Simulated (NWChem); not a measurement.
# CH$_{3}$FOZn; SMILES [F][Zn][O]C

```xyz
7

Zn     0.0709    -0.4331     0.0000
F     -0.1860    -2.1485     0.0000
O      0.4898     1.2779     0.0000
C     -0.4026     2.3448     0.0000
H     -1.0620     2.3735     0.8917
H      0.1680     3.2915     0.0000
H     -1.0620     2.3735    -0.8917
```
Atoms are numbered in this order, from 1.

Program: NWChem. The geometry was optimised at PBE0/def2-SVP. Ions are spin-unrestricted doublets at the neutral geometry; other ion states weren't tried.

For level PBE/def2-SVP:

```
Quantity                               Value
-------------------------------------  -----
vertical ionisation energy, ΔSCF (eV)   9.60
−ε(HOMO) (eV)                           5.78
```

Task: Estimate the same quantities for level B3LYP/def2-SVP.

Result: vertical ionisation energy, ΔSCF (eV): 9.94
−ε(HOMO) (eV): 7.14
